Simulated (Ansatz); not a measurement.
Reaction (substitution at a C–C bond): `COCCOC` + H₂Se → `COC[SeH]` + dimethyl ether

Calculated with Ansatz (gas phase, PBE0-D4/def2-TZVP geometries, no zero-point term in ΔE). CCSD(T)/CBS is the MP2 limit (def2-TZVPP, def2-QZVPP) plus CCSD(T) − MP2 in def2-TZVPP, frozen cores. For Se outer-core shells are correlated without core-valence functions, which leaves a few kJ/mol of doubt a bond. Scalar relativity is left out up to krypton. Each species was taken in one conformer, which may not be the lowest.

| species | SCS-MP2/def2-TZVPP energy (Eh) |
| --- | --- |
| `COCCOC` | -308.27494 |
| H₂Se | -2401.28007 |
| `COC[SeH]` | -2554.81989 |
| `COC` | -154.73152 |

**Question.** Work out ΔE.

**Answer.** ΔE = (-2554.81989) + (-154.73152) − (-308.27494) − (-2401.28007) = 0.00360 Eh = +9.5 kJ/mol. CCSD(T)/CBS gives +11.2 kJ/mol.

Largest T1 diagnostic among the species: 0.010.

From PBE to PBE0 (25 % exact exchange), in def2-TZVPP and without D4, ΔE moves by +6.0 kJ/mol. In def2-TZVPP, CCSD(T) changes the Hartree–Fock value by −7.0 kJ/mol (the triples alone add −2.4 kJ/mol) and MP2 by −11.3 kJ/mol.
